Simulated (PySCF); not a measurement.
## Iodine: a sound run and one with changed settings

Sound run: I⁺ [Kr] 4d10 5s2 5p4, I²⁺ [Kr] 4d10 5s2 5p3. All numbers are calculated (PySCF 2.14, scalar relativity through the core potential, in aug-cc-pVDZ-PP with ECP28MDF (5s4p3d, 32 functions)). In the sound run the correlated levels freeze 4s2 4p6 4d10 outside the core potential. The sound run starts from symmetry-adapted Hartree-Fock orbitals and uses a fine grid where one is needed.

A second run was set up differently.

```tsv
species	method	sound run (hartree)	changed run (hartree)	converged
I⁺	UHF	-294.30127	-294.30127	yes
I⁺	TPSS	-295.17637	-295.17637	yes
I⁺	M06-L	-295.46288	-295.46288	yes
I⁺	MP2	-294.36307	-294.32222	yes
I⁺	CCSD(T)	-294.37777	-294.37777	yes
I²⁺	UHF	-293.65440	-293.65440	yes
I²⁺	TPSS	-294.49089	-294.49089	yes
I²⁺	M06-L	-294.78347	-294.78347	yes
I²⁺	MP2	-293.70215	-293.67062	yes
I²⁺	CCSD(T)	-293.71513	-293.71513	yes
```

Ionisation energy of I⁺:

```csv
method,sound run (eV),changed run (eV)
UHF,17.602,17.602
TPSS,18.653,18.653
M06-L,18.488,18.488
MP2,17.985,17.731
SCS-MP2,17.994,17.737
CCSD,18.020,18.020
CCSD(T),18.031,18.031
```

Task: What was changed?
A. level shift left on
B. all electrons correlated in a valence basis
C. angular grid far too coarse
D. minimal basis

Result: A. It used initial guess minao, at most 50 SCF cycles, level shift 2.0 hartree. A level shift leaves the converged SCF energy unchanged but raises the virtual orbital energies, which shrinks MP2 if it is not removed.
